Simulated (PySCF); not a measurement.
Compound: C₁₂H₁₁PS.
Geometry (PBE0-D3(BJ)/def2-SVP, Å), atoms numbered from 1 in this order:
```
atom  x, y, z in Å
S1    -0.0449   -0.1773    3.5289
P2    -0.0847   -0.5561    1.6195
C3     1.4309   -0.0991    0.7118
C4     2.2515    0.9012    1.2368
C5     3.3933    1.2960    0.5430
C6     3.7209    0.6880   -0.6685
C7     2.9097   -0.3218   -1.1865
C8     1.7652   -0.7167   -0.4976
C9    -1.4601    0.2306    0.7105
C10   -2.1585    1.2742    1.3194
C11   -3.1929    1.9091    0.6347
C12   -3.5340    1.4990   -0.6530
C13   -2.8428    0.4490   -1.2589
C14   -1.8061   -0.1852   -0.5796
H15   -0.2336   -1.9198    1.2324
H16    1.9882    1.3476    2.2002
H17    4.0349    2.0787    0.9546
H18    4.6195    0.9956   -1.2088
H19    3.1734   -0.8085   -2.1283
H20    1.1414   -1.5186   -0.9024
H21   -1.8843    1.5655    2.3379
H22   -3.7392    2.7257    1.1128
H23   -4.3477    1.9953   -1.1874
H24   -3.1151    0.1210   -2.2649
H25   -1.2724   -1.0099   -1.0597
```

The closed-shell ground state was solved at several levels (PySCF, density fitting, gas phase, non-relativistic).

```csv
level,basis functions,HOMO (eV),LUMO (eV),gap (eV),dipole (D)
CAM-B3LYP/def2-SVPD,379,-7.80,-0.38,7.42,4.88
KT3/pcSseg-1,307,-5.51,-2.15,3.36,4.51
```

**Question.** Estimate the row for PBE0/pcSseg-1, a basis of 307 functions; the other rows only guide the guess.

**Answer.** HOMO -6.59 eV, LUMO -1.41 eV, gap 5.18 eV, dipole 4.84 D.

**Question.** Over all these levels, which gives the widest orbital gap and which the narrowest?

**Answer.** CAM-B3LYP/def2-SVPD (range-separated hybrid) has the widest, 7.42 eV, and KT3/pcSseg-1 (GGA) the narrowest, 3.36 eV. Functional and basis both differ between the two, so the spread mixes both effects.

**Question.** How far do the dipole and the HOMO energy spread over the levels?

**Answer.** The dipole runs from 4.51 to 4.88 D (mean 4.74 D) and the HOMO from -7.80 to -5.51 eV.

One conformer stands for the species.
